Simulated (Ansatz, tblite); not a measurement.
Isomers of CuB6⁻ (singlet), found by a short tight-binding search and relaxed with PBE-D4/def2-SVPD in Ansatz.

The xTB rows come from tblite. HSE06 is defined as in plane-wave codes, on full-range PBE exchange.

Run but left out: HF/def2-TZVPD, MP2/def2-TZVPD, CCSD/def2-TZVPD, CCSD(T)/def2-TZVPD (A: restricted singlet, unstable towards broken spin symmetry).

A: The restricted singlet is unstable towards broken spin symmetry in Hartree–Fock (as tested in another run); at PBE-D4/def2-TZVPD, r2SCAN-D4/def2-TZVPD, PBE0-D4/def2-TZVPD, r2SCAN0-D4/def2-TZVPD and others this wasn't settled. B: The restricted singlet is unstable towards broken spin symmetry in Hartree–Fock (as tested in another run); at PBE-D4/def2-TZVPD, r2SCAN-D4/def2-TZVPD, PBE0-D4/def2-TZVPD, r2SCAN0-D4/def2-TZVPD and others this wasn't settled. C: The restricted singlet is unstable towards broken spin symmetry in Hartree–Fock (as tested in another run); at PBE-D4/def2-TZVPD, r2SCAN-D4/def2-TZVPD, PBE0-D4/def2-TZVPD, r2SCAN0-D4/def2-TZVPD and others this wasn't settled.

Other spin states weren't relaxed.

A:

```xyz
7

Cu   -2.856   -0.179   -0.615
B     0.438   -0.236   -1.168
B     1.774   -0.463   -0.232
B     0.268   -0.637    0.453
B     1.432    0.351    1.113
B    -0.989    0.198   -0.370
B    -0.066    0.967    0.820
```

B:

Cartesian coordinates in Å:
```
Cu 1.797 1.954 -0.133
B 0.338 0.296 -0.203
B -0.973 -0.992 0.237
B 0.666 1.206 1.185
B -0.374 0.099 1.326
B -1.252 -1.816 -1.063
B -0.203 -0.748 -1.348
```

C:

```xyz
7

Cu    1.603    1.082   -0.172
B    -0.656    0.655    0.539
B    -0.852   -1.309   -0.363
B     0.107    0.015   -1.022
B     0.553   -0.952    0.376
B    -1.490    0.144   -0.761
B     0.734    0.365    1.403
```

Question: Estimate which lies lowest at each level, and how far above it the others are (kcal/mol).

Answer: 
```
                level     A    B     C
             GFN1-xTB  41.6  0.0  39.3
             GFN2-xTB  24.3  0.0  36.9
    PBE-D4/def2-TZVPD  10.8  0.0  30.4
 r2SCAN-D4/def2-TZVPD  11.8  0.0  30.7
   PBE0-D4/def2-TZVPD   7.5  0.0  31.8
r2SCAN0-D4/def2-TZVPD   8.5  0.0  32.0
  HSE06-D4/def2-TZVPD   8.1  0.0  32.4
```
Point groups (tolerance 0.1 Å): A Cs, B Cs, C not assigned. Lower isomers may exist.
